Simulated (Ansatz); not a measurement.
`C[Si](C)(C)[Si](C)(C)[Si](C)(C)[Si](C)(C)C`. Charge 0, multiplicity 1. Geometry PBE-D4/def2-SVP.

```xyz
44

C    -1.714    2.029    3.589
Si   -0.467    0.813    2.822
C     1.298    1.413    3.200
C    -0.727   -0.905    3.596
Si   -0.819    0.710    0.492
C    -2.474   -0.186    0.159
C    -0.922    2.489   -0.199
Si    0.960   -0.416   -0.569
C     1.434   -1.990    0.406
C     2.471    0.752   -0.643
Si    0.362   -1.034   -2.764
C    -0.409    0.444   -3.681
C     1.918   -1.602   -3.700
C    -0.887   -2.467   -2.720
H    -2.758    1.711    3.388
H    -1.582    2.088    4.691
H    -1.584    3.049    3.175
H     1.455    1.524    4.294
H     1.499    2.396    2.727
H     2.053    0.694    2.820
H    -1.754   -1.277    3.402
H    -0.014   -1.647    3.181
H    -0.581   -0.869    4.696
H    -2.428   -1.245    0.487
H    -3.309    0.304    0.703
H    -2.721   -0.175   -0.923
H    -1.758    3.047    0.271
H    -1.085    2.485   -1.297
H     0.016    3.046    0.003
H     0.560   -2.662    0.528
H     1.809   -1.732    1.419
H     2.231   -2.558   -0.117
H     2.783    1.070    0.374
H     2.237    1.665   -1.228
H     3.335    0.250   -1.126
H     0.278    1.315   -3.689
H    -1.355    0.764   -3.198
H    -0.638    0.182   -4.736
H     1.666   -1.912   -4.736
H     2.668   -0.787   -3.762
H     2.396   -2.466   -3.194
H    -1.816   -2.177   -2.189
H    -1.165   -2.782   -3.749
H    -0.461   -3.350   -2.200
```

Single mean-field runs in def2-TZVP are fitted with def2-universal-jkfit.

Estimate the orbital energies around the gap (eV) in Ansatz with PBE-D4/def2-SVP, PBE-D4/def2-TZVP, r2SCAN-D4/def2-TZVP, PBE0-D4/def2-SVP, PBE0-D4/def2-TZVP.


| orbital | PBE-D4/def2-SVP | PBE-D4/def2-TZVP | r2SCAN-D4/def2-TZVP | PBE0-D4/def2-SVP | PBE0-D4/def2-TZVP |
| --- | --- | --- | --- | --- | --- |
| HOMO−9 | -8.91 | -9.02 | -9.39 | -10.45 | -10.50 |
| HOMO−8 | -7.44 | -7.51 | -7.81 | -8.81 | -8.83 |
| HOMO−7 | -7.16 | -7.23 | -7.52 | -8.51 | -8.53 |
| HOMO−6 | -7.09 | -7.16 | -7.45 | -8.43 | -8.46 |
| HOMO−5 | -7.04 | -7.12 | -7.40 | -8.39 | -8.41 |
| HOMO−4 | -6.92 | -7.00 | -7.29 | -8.26 | -8.29 |
| HOMO−3 | -6.85 | -6.93 | -7.21 | -8.17 | -8.20 |
| HOMO−2 | -6.15 | -6.23 | -6.48 | -7.35 | -7.39 |
| HOMO−1 | -6.12 | -6.19 | -6.43 | -7.31 | -7.33 |
| HOMO | -5.17 | -5.24 | -5.42 | -6.22 | -6.24 |
| LUMO | -0.31 | -0.62 | -0.41 | 0.41 | 0.15 |
| LUMO+1 | -0.16 | -0.49 | -0.24 | 0.61 | 0.31 |
| LUMO+2 | 0.20 | -0.26 | 0.33 | 1.00 | 0.50 |
| LUMO+3 | 0.60 | 0.20 | 0.50 | 1.40 | 1.01 |
| LUMO+4 | 0.90 | 0.36 | 1.03 | 1.72 | 1.15 |
| LUMO+5 | 1.09 | 0.67 | 1.06 | 1.93 | 1.52 |
